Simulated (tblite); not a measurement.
Start geometry of `C#Cc1nncn1CCC` from a force field or distance geometry (Å):
```
atom  x, y, z in Å
C1     3.0271   -1.1607    1.2662
C2     2.3980   -0.3003    0.6784
C3     1.6866    0.7037    0.0083
N4     2.0591    1.9719   -0.0848
N5     1.1213    2.6473   -0.8117
C6     0.1886    1.7906   -1.1737
N7     0.4949    0.5656   -0.6699
C8    -0.2631   -0.6440   -0.8524
C9    -1.1236   -1.0408    0.3481
C10   -2.2723   -0.0640    0.6122
H11    3.5744   -1.9035    1.7837
H12   -0.6861    2.0050   -1.7641
H13   -0.8985   -0.5163   -1.7386
H14    0.4476   -1.4513   -1.0848
H15   -1.5598   -2.0213    0.1640
H16   -0.5151   -1.1181    1.2619
H17   -2.8993    0.0523   -0.2754
H18   -2.8966   -0.4344    1.4270
H19   -1.8929    0.9277    0.8982
```

Task: What comes out of this run: tblite 0.8.0, GFN2-xTB geometry optimisation, gas phase?

Result: 
```
atom  x, y, z in Å
C1     2.9096   -1.1854    1.2195
C2     2.3297   -0.2859    0.6750
C3     1.6278    0.7434    0.0279
N4     1.9441    2.0158    0.0025
N5     1.0229    2.6538   -0.7221
C6     0.1543    1.7766   -1.1339
N7     0.4804    0.5335   -0.6970
C8    -0.2310   -0.7019   -0.8730
C9    -1.0806   -1.0406    0.3566
C10   -2.1879   -0.0201    0.5888
H11    3.4359   -1.9546    1.7008
H12   -0.7016    1.9894   -1.7410
H13   -0.8684   -0.6047   -1.7564
H14    0.5006   -1.4979   -1.0457
H15   -1.5153   -2.0303    0.2079
H16   -0.4287   -1.0859    1.2319
H17   -2.8512    0.0313   -0.2725
H18   -2.7770   -0.2975    1.4587
H19   -1.7733    0.9704    0.7646
```

The energy falls by 0.127 eV over 49 L-BFGS steps, the largest force on an atom goes from 1.58 to 0.007 eV/Å, and the atoms move by 0.107 Å rms after alignment. The bond that changes most is N4–N5 (both ends pyridine-type nitrogen), which shortens by 0.031 Å. Bonds longer at the end by more than 0.005 Å: 0 of 19; shorter: 10. Among the angles that change most is C2–C3–N7, from 127.1° to 123.3°. Rotational constants go from 1690, 1243, 808.1 to 1690, 1323, 849.3 MHz. The orientation of the end geometry is arbitrary; only internal coordinates are fixed.

The run took 0.28 s on one thread, Arm Neoverse V2 (aarch64), shared host with 96 logical CPUs at a one-minute load of 25.

Its GFN2-xTB frequencies are all real (lowest 36 cm⁻¹). One conformer, not necessarily the lowest. 3 starts were optimised and ended at 0.00, 0.03 and 0.24 kcal/mol (GFN2-xTB); the lowest of these is shown.

The numbers are calculated, not measured.
